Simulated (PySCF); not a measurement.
H6HfO4Sn, SMILES [OH][Hf]([OH])([OH])[O][SnH3], multiplicity 1.

Geometry: B3LYP-D3(BJ)/def2-SVP. The spin state was assumed, not searched. The def2 effective core potentials stand for the cores of Hf, Sn; spin–orbit coupling is left out. The values are those of a single conformer.

The numbers are results of PBE0/def2-TZVP run with PySCF, not measurements.

```
Property                                                                                                         Value
---------------------------------------------------------------------------------------------  -----------------------
total energy                                                                                        -566.89142 hartree
point group                                                                                                         C3
highest occupied level                                                                                        -8.05 eV
lowest empty level                                                                                            -0.47 eV
orbital gap                                                                                                    7.58 eV
dipole moment                                                                                                0.062 e·Å
quadrupole, principal values (traceless, Buckingham form, about the centre of nuclear charge)   -1.11, -1.11, 2.23 D·Å
mean static polarisability                                                                       89.3 bohr³ (13.23 Å³)
polarisability, principal values                                                               82.8, 82.8, 102.2 bohr³
```
